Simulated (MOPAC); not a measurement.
Input file for MOPAC: AM1 on HCl (SMILES Cl).

```
AM1 1SCF PRECISE CHARGE=0 THREADS=1
ClH

Cl    -0.42479100 1     0.48822500 1     0.35487020 1
H     -1.11214659 1     0.83490298 1    -0.67175917 1
```

The log:

```
*******************************************************************************
 **                                                                           **
 **                              MOPAC v23.2.5                                **
 **                                                                           **
 *******************************************************************************
 ** MOPAC's Digital Object Identifier: https://doi.org/10.5281/zenodo.6511958 **
 **                                                                           **
 ** Please cite the open-source release paper for use of this MOPAC version:  **
 ** J. E. Moussa and J. J. P. Stewart (2026)                                  **
 ** MOPAC: An open-source semiempirical molecular orbital program             **
 ** J. Open Source Softw., 11(119), 8025, https://doi.org/10.21105/joss.08025 **
 *******************************************************************************

                              AM1 CALCULATION RESULTS

 *******************************************************************************
 *  AM1        - The AM1 Hamiltonian to be used
 *
 *
 *
 *                 CHARGE ON SYSTEM = 0
 *
 *
 *
 *  PRECISE    - TIGHTER CRITERIA TO BE USED
 *  1SCF       - DO 1 SCF AND THEN STOP
 *  THREADS=1  - MULTI-THREADING NOT USED
 *  T=         - A TIME OF 172800.0 SECONDS REQUESTED
 *  DUMP=N     - RESTART FILE WRITTEN EVERY 7200.0 SECONDS REQUESTED
 *******************************************************************************
AM1 1SCF PRECISE CHARGE=0 THREADS=1
 ClH

   ATOM   CHEMICAL          X               Y               Z
  NUMBER   SYMBOL      (ANGSTROMS)     (ANGSTROMS)     (ANGSTROMS)

     1      Cl         -0.42479100  *   0.48822500  *   0.35487020  *
     2       H         -1.11214659  *   0.83490298  *  -0.67175917  *



          CARTESIAN COORDINATES

    NO.       ATOM           X           Y           Z

     1        Cl         -0.4248      0.4882      0.3549
     2         H         -1.1121      0.8349     -0.6718

  H: (AM1): M.J.S. DEWAR ET AL, J. AM. CHEM. SOC. 107 3902-3909 (1985)
 Cl: (AM1): M.J.S. DEWAR AND E. G. ZOEBISCH, THEOCHEM, 180, 1 (1988).

           Empirical Formula: H Cl  =     2 atoms



      MOLECULAR POINT GROUP   :   C*v


      RHF CALCULATION, NO. OF DOUBLY OCCUPIED LEVELS = 4


 -------------------------------------------------------------------------------
 AM1 1SCF PRECISE CHARGE=0 THREADS=1
 ClH



     1SCF WAS SPECIFIED, SO BFGS WAS NOT USED
     SCF FIELD WAS ACHIEVED


                              AM1 CALCULATION
                                                       MOPAC v23.2.5 Linux




          FINAL HEAT OF FORMATION =        -24.61239 KCAL/MOL =    -102.97822 KJ/MOL


          COSMO AREA              =         54.58 SQUARE ANGSTROMS
          COSMO VOLUME            =         37.52 CUBIC ANGSTROMS

          IONIZATION POTENTIAL    =         12.333491 EV
          HOMO LUMO ENERGIES (EV) =        -12.333  1.868
          NO. OF FILLED LEVELS    =          4
          MOLECULAR WEIGHT        =         36.4609         POINT GROUP:  C*v

          MOLECULAR DIMENSIONS (Angstroms)

            Atom       Atom       Distance
            H     2   Cl     1     1.28320
            H     2   Cl     1     0.00000
           Cl     1    H     2     0.00000


          SCF CALCULATIONS        =          1





   ATOM   CHEMICAL          X               Y               Z
  NUMBER   SYMBOL      (ANGSTROMS)     (ANGSTROMS)     (ANGSTROMS)

     1      Cl         -0.42479100  *   0.48822500  *   0.35487020  *
     2       H         -1.11214659  *   0.83490298  *  -0.67175917  *

                             CARTESIAN COORDINATES

   1   Cl       -0.424791000     0.488225000     0.354870200
   2    H       -1.112146590     0.834902980    -0.671759170


           Empirical Formula: H Cl  =     2 atoms



      MOLECULAR POINT GROUP   :   C*v


                  EIGENVALUES
 -37.03766 -16.76238 -12.33349 -12.33349   1.86824


              NET ATOMIC CHARGES AND DIPOLE CONTRIBUTIONS

  ATOM NO.   TYPE          CHARGE      No. of ELECS.   s-Pop       p-Pop
    1         Cl          -0.167966        7.1680     1.98024     5.18772
    2          H           0.167966        0.8320     0.83203
 DIPOLE           X         Y         Z       TOTAL
 POINT-CHG.    -0.555     0.280    -0.828     1.035
 HYBRID        -0.186     0.094    -0.279     0.348
 SUM           -0.741     0.374    -1.107     1.383


          ATOMIC ORBITAL ELECTRON POPULATIONS

     Atom    s        px        py        pz
    1 Cl   1.98024   1.76694   1.94071   1.48008
    2  H   0.83203

 **********************
 *                    *
 * JOB ENDED NORMALLY *
 *                    *
 **********************




 == MOPAC DONE ==
```

The run finished.

Cost: very roughly 0.03 core-seconds.
